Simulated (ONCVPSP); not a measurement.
## u(r) = r·R(r): atom against pseudo-atom (Cr)

Columns: radius, all-electron u(r) and pseudo u(r) of the 4s shell (level -4.81 eV) of chromium in the configuration [Ar] 3d4 4s2; BLYP, scalar-relativistic, ONCV scheme, ONCVPSP 4.0.1.

```csv
r (bohr),all-electron,pseudo
0.140,0.1215,0.0083
0.280,0.1019,0.0186
0.420,-0.1018,0.0332
0.560,-0.2402,0.0537
0.700,-0.2675,0.0817
0.840,-0.2113,0.1175
0.980,-0.1094,0.1607
1.120,0.0096,0.2099
1.260,0.1283,0.2632
1.400,0.2372,0.3185
1.540,0.3318,0.3738
1.680,0.4108,0.4271
1.820,0.4743,0.4765
1.960,0.5236,0.5200
2.100,0.5601,0.5558
2.240,0.5853,0.5825
2.380,0.6009,0.5997
2.520,0.6083,0.6080
2.660,0.6089,0.6089
2.800,0.6039,0.6039
2.940,0.5942,0.5942
3.080,0.5809,0.5809
3.220,0.5646,0.5646
3.360,0.5462,0.5462
3.500,0.5261,0.5261
3.640,0.5049,0.5049
```

Q: How many radial nodes do the two functions have?

A: The all-electron 4s function has n − l − 1 = 3 (the table is too coarse to show those close to the nucleus); the pseudo-wave has 0, since the states of the same l below it are removed with the core.

Q: At about which radius was the pseudo-wave matched?

A: 2.80 bohr. The columns agree to 0.0005 from 2.52 bohr on; several derivatives are matched, so the curves merge somewhat inside the radius.

Q: Where does each function peak?

A: Outermost all-electron maximum near 2.66 bohr, pseudo maximum near 2.66 bohr (to the table’s step).

Q: Is the pseudo-wave norm-conserving?

A: Yes: the ONCV scheme keeps the norm inside the radius equal to the all-electron one, which fixes the energy derivative of the logarithmic derivative at the level.
